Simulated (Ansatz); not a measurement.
**Ligand exchange: C2H7Al + C2H7BS2 → C2H7AlS + C2H7BS**

Species: C2H7Al `C[CH2][AlH2]`, singlet; C2H7BS2 `CCB(S)S`, singlet; C2H7AlS `C[CH2][AlH][SH]`, singlet; C2H7BS `CCBS`, singlet. The partners trade H for SH: Al–H and B–SH bonds give way to Al–SH and B–H.

Shapes, held fixed at every level: PBE0-D4/def2-TZVP. Flexible molecules stand in one conformer, not always the lowest. Programs: Ansatz 0.2.0. The zero-point and thermal change to 298 K, harmonic and unscaled (PBE0-D4/def2-TZVP), is +5.5 kJ/mol.

Task: Estimate ΔH(298 K) of this reaction.

Result: The highest level, CCSD(T)/CBS estimate, gives ΔH(298 K) = -53.2 kJ/mol; the levels span -53.8 to -38.7. The column of differences is taken from that level and isn't an error. No measured value is set beside it here. The CBS estimate extrapolates MP2 from def2-TZVPP and def2-QZVPP and adds CCSD(T) − MP2 in the triple-zeta set, cores frozen.

```json
{"level": "PBE-D4/def2-TZVPP", "kind": "GGA", "ΔH(298 K) (kJ/mol)": "-48.6", "less CCSD(T)/CBS estimate": "+4.6"}
{"level": "r2SCAN-D4/def2-TZVPP", "kind": "meta-GGA", "ΔH(298 K) (kJ/mol)": "-53.1", "less CCSD(T)/CBS estimate": "+0.1"}
{"level": "BHLYP-D4/def2-TZVPP", "kind": "global hybrid", "ΔH(298 K) (kJ/mol)": "-53.8", "less CCSD(T)/CBS estimate": "-0.6"}
{"level": "wB97X-V/def2-TZVPP", "kind": "range-separated hybrid", "ΔH(298 K) (kJ/mol)": "-50.6", "less CCSD(T)/CBS estimate": "+2.6"}
{"level": "MP2/def2-SVP", "kind": "perturbation theory", "ΔH(298 K) (kJ/mol)": "-38.7", "less CCSD(T)/CBS estimate": "+14.5"}
{"level": "CCSD(T)/def2-SVP", "kind": "coupled cluster or CI", "ΔH(298 K) (kJ/mol)": "-40.8", "less CCSD(T)/CBS estimate": "+12.4"}
{"level": "CCSD/def2-SVP", "kind": "coupled cluster or CI", "ΔH(298 K) (kJ/mol)": "-42.7", "less CCSD(T)/CBS estimate": "+10.5"}
{"level": "CCSD(T)/CBS estimate", "kind": "coupled cluster or CI", "ΔH(298 K) (kJ/mol)": "-53.2", "less CCSD(T)/CBS estimate": "0.0"}
```
